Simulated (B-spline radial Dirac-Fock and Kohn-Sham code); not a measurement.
**Cs 4d5/2: cross section and angular parameters**

System: neutral cesium, [Xe] 6s1; threshold 77.50 eV (tabulated edge). Calculated with a radial finite-basis atomic code, using Dirac-Hartree-Slater photoionisation with a Latter tail; cross sections with all multipoles, angular parameters from the dipole term and its interference with E2.

The run's input, task.json:

```json
{"items": [{
  "Z": 55,
  "q": 0,
  "cfg": [[1, 0, 2], [2, 0, 2], [2, 1, 6], [3, 0, 2], [3, 1, 6], [3, 2, 10], [4, 0, 2], [4, 1, 6], [4, 2, 10], [5, 0, 2], [5, 1, 6], [6, 0, 1]],
  "A": 133,
  "rrms": 4.8041,
  "do": "xps",
  "hv": [54.9, 60, 106.0, 114.0, 134.0, 150, 162.0, 215.0, 308.0, 600, 612.0, 686.0, 689.0, 957.0, 999.0, 1040.0, 1170.0, 1360.0, 2180.0, 2390.0, 2630.0, 2984.4, 4000, 4410.0, 4680.0, 4780.0, 5414.7, 8047.8, 12800.0, 15000],
  "edges": {"K": 35985.0, "L1": 5714.0, "L2": 5359.0, "L3": 5012.0, "M1": 1211.0, "M2": 1071.0, "M3": 1003.0, "M4": 740.5, "M5": 726.6, "N1": 232.3, "N2": 172.4, "N3": 161.3, "N4": 79.8, "N5": 77.5}
}]}
```

Launch: `python xray2_run.py task.json out`

```tsv
hν (eV)	σ (kb)	β	γ	δ
106	2520	1.272	-0.028	-0.007
114	1390	1.623	-0.079	-0.006
134	392	1.594	-0.371	0.042
150	242	0.114	-0.502	0.121
162	244	-0.705	-0.358	0.137
215	441	-0.279	0.095	0.055
308	536	0.550	0.104	0.006
600	279	1.176	-0.032	0.004
612	270	1.185	-0.032	0.004
686	223	1.234	-0.032	0.007
689	222	1.236	-0.032	0.007
957	117	1.320	0.019	0.018
999	?	?	?	?
1040	97.5	1.330	0.043	0.021
1170	74.8	1.338	0.084	0.025
1360	52.4	1.338	0.148	0.031
2180	15.4	1.276	0.418	0.056
2390	11.9	1.255	0.480	0.062
2630	9.03	1.231	0.546	0.070
2984.4	6.24	1.195	0.636	0.081
4000	2.54	1.101	0.857	0.112
4410	1.86	1.067	0.933	0.125
4680	1.54	1.046	0.979	0.134
4780	1.44	1.038	0.996	0.137
5414.7	0.951	0.992	1.093	0.157
8047.8	0.242	0.840	1.388	0.240
12800	0.0440	0.664	1.692	0.380
15000	0.0240	0.606	1.781	0.440
```

Problem. Give the values at 999 eV.

Solution. σ = 107 kb, β = 1.326, γ = 0.031, δ = 0.019.
